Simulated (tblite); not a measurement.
Species: C3H11FN2Si.
Atom-mapped SMILES: `[CH3:1][CH2:2][CH2:3][NH:4][Si@H:5]([NH2:6])[F:7]` (hydrogens: H8, H9, H10 on C1; H11, H12 on C2; H13, H14 on C3; H15 on N4; H16 on Si5; H17, H18 on N6)

Structure used (GFN2-xTB), in Å, numbered top down from 1:
```
atom  x, y, z in Å
C1    -2.9030   -0.2874    0.1316
C2    -1.4409   -0.5124    0.4941
C3    -0.5832    0.7149    0.1773
N4     0.8037    0.5592    0.5515
Si5    1.9614   -0.2293   -0.4307
N6     3.4710    0.0892    0.3147
F7     1.7539    0.4340   -1.8943
H8    -3.4933   -1.1742    0.3506
H9    -3.3125    0.5460    0.6986
H10   -3.0003   -0.0612   -0.9277
H11   -1.3567   -0.7392    1.5603
H12   -1.0465   -1.3665   -0.0601
H13   -0.6167    0.9166   -0.8945
H14   -0.9916    1.5871    0.7010
H15    0.9104    0.4527    1.5489
H16    1.8864   -1.6569   -0.7033
H17    4.3029   -0.2707   -0.1193
H18    3.6463    1.0045    0.6954
```

Computed values, GFN2-xTB/tblite, gas phase, harmonic and unscaled. Errors from tens to a few hundred cm⁻¹ against measured bands are possible. Modes of hydrogen on silicon can be 10 to 20 % off. One conformer, not necessarily the lowest.

Harmonic wavenumbers (cm⁻¹): 42.9, 69.3, 76.6, 165.4, 179.6, 189.6, 229.0, 261.1, 275.6, 340.6, 462.4, 494.1, 549.9, 663.0, 699.2, 742.2, 788.7, 808.9, 873.3, 916.2, 931.5, 946.3, 1090.3, 1100.8, 1119.6, 1166.9, 1229.2, 1272.4, 1298.7, 1355.7, 1383.3, 1414.1, 1486.6, 1496.0, 1502.3, 1505.2, 1522.7, 2307.4, 2914.9, 2961.0, 2984.8, 2990.6, 3031.1, 3035.2, 3039.9, 3453.0, 3491.0, 3534.3.

A = 4756, B = 958.3, C = 879.1 MHz; mass 122.068 u (most abundant isotopes); point group C1, symmetry number 1.

Q: Zero-point energy?

A: ½Σν̃ = 32196 cm⁻¹ = 92.05 kcal/mol.

Q: What is S at 273.15 K and 1 bar for an ideal gas of classical rigid rotors and harmonic oscillators?

A: Translation 39.90, rotation 28.51, vibration 28.38: S = 96.8 cal/(mol K).

Q: And Cp and H(273.15 K) − H(0)?

A: Cp = 35.77 cal/(mol K), of which vibrations give 27.82 (their classical limit is 48 R = 95.4); H(273.15 K) − H(0) = 6.20 kcal/mol without the zero-point energy, 4.03 from vibrations.

Q: How do the functions run with temperature in this model?

A: 
```tsv
T (K)	S (cal/(mol K))	Cp (cal/(mol K))	H − H(0) (kcal/mol)	G − H(0) (kcal/mol)	ln q(vib)
50	58.6	13.7	0.52	-2.41	0.63
100	70.0	19.8	1.36	-5.64	1.97
298.15	100.0	38.0	7.12	-22.70	7.53
373.15	109.3	44.6	10.22	-30.55	9.53
500	123.7	54.2	16.51	-45.34	12.79
750	148.5	67.8	31.89	-79.46	18.85
1000	169.3	76.9	50.04	-119.25	24.39
```

q(vib) and H(0) count from the zero-point level.

Q: Blend soft modes into free rotors: weight 1/[1 + (100 cm⁻¹/ν̃)⁴] for the oscillator and the rest for a rotor with moment μB/(μ + B), μ = h/(8π²ν), B = 10⁻⁴⁴ kg m². What vibrational entropy results?

A: 25.83 cal/(mol K) in place of 28.38, which changes −T·S at 273.15 K by +0.70 kcal/mol.

Q: Which modes carry the vibrational entropy at 273.15 K?

A: 42.9 cm⁻¹: 4.95; 69.3 cm⁻¹: 4.00; 76.6 cm⁻¹: 3.80; 165.4 cm⁻¹: 2.32; 179.6 cm⁻¹: 2.17; 189.6 cm⁻¹: 2.07 cal/(mol K); the other 42 give 9.07 together.

Q: What must be added to the electronic energy to get the Gibbs energy at 273.15 K and 1 bar?

A: ZPE + [H(273.15 K) − H(0)] − T·S = 92.05 + 6.20 − 26.44 = 71.81 kcal/mol.

Hindered rotation and anharmonicity are outside this model. Other conformers, if any are populated, would add a mixing term that is left out. The structure is chiral; the term R ln 2 for an equal mix with its mirror image is left out.
